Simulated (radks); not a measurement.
Task: Species: Se12+. Configuration: [Ar] 3d4. Calculated with a radial shooting solver on a logarithmic mesh with Libxc functionals: Dirac Kohn-Sham, PBE, spin-unpolarised, spherical densities, finite nucleus; open shells are shared between the two j in proportion to 2j + 1; Fermi nuclear charge, rms radius 4.14 fm.

Spin-orbit splittings of the eigenvalues, e(l+1/2) - e(l-1/2), with zeta = 2 splitting/(2l+1) and mean radii in bohr:

| shell | occ. | splitting (eV) | zeta (eV) | <r> j=l-1/2 | <r> j=l+1/2 |
|---|---|---|---|---|---|
| 2p | 6 | 41.84 | 27.89 | 0.1681 | 0.1719 |
| 3p | 6 | 7.196 | 4.797 | 0.5306 | 0.5382 |
| 3d | 4 | 1.312 | 0.5247 | 0.5086 | 0.5109 |
| 4p | 0 | ? | ? | 1.194 | 1.206 |
| 4d | 0 | 0.3468 | 0.1387 | 1.265 | 1.268 |

Estimate the 4p splitting.

Result: 1.906 eV (zeta = 1.271 eV).
